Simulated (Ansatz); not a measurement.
Job for Ansatz (a quantum-chemistry and plane-wave program): R-B3LYP/def2-TZVPP on CHCl (SMILES [CH]Cl), 2S+1 = 1, a spin state set in the input, which need not be the lowest.

Ansatz 0.2 input:
```yaml
crystal:
  periodic: [false, false, false]
  atoms:
    - {symbol: C, position_ang: [-1.07003804, 0.52801234, 0.00000000]}
    - {symbol: Cl, position_ang: [0.47932269, -0.16490751, 0.00000000]}
    - {symbol: H, position_ang: [-1.72825744, -0.36464647, 0.00000000]}
basis:
  gaussian:
    orbitals: def2-TZVPP
hamiltonian:
  xc: {name: B3LYP}
```

The log:

```
WARN ansatz: RAYON_NUM_THREADS=2 ignored (pool sized by the plan → 2); use --threads N
Functional definition: B3LYP
integrals: 0.02 GiB planned
552 factors; their error is unknown
mean field: 0.19 GiB planned
mean field evaluation 1: about -13570.8757 eV, gradient 3.1e1 eV
mean field evaluation 2: about -13567.0167 eV, gradient 4.8e1 eV
mean field evaluation 4: about -13573.4003 eV, gradient 1.2e0 eV
mean field evaluation 8: about -13573.4215 eV, gradient 3.1e-2 eV
mean field -13573.42147078 eV, -498.8140386555 hartree, gradient 8.2e-5 eV, S^2 0.000000; 0 other end points of the search recorded, 0 dependent functions left out
reference -13573.42166715 eV, -498.8140458721 hartree; 12, 12 occupied and 75, 75 virtual orbitals, 552 factors
Total energy: -13573.42166715 eV, -498.8140458721 hartree
```

The run converged.

Cost: about 0.9 core-seconds (a rough figure).
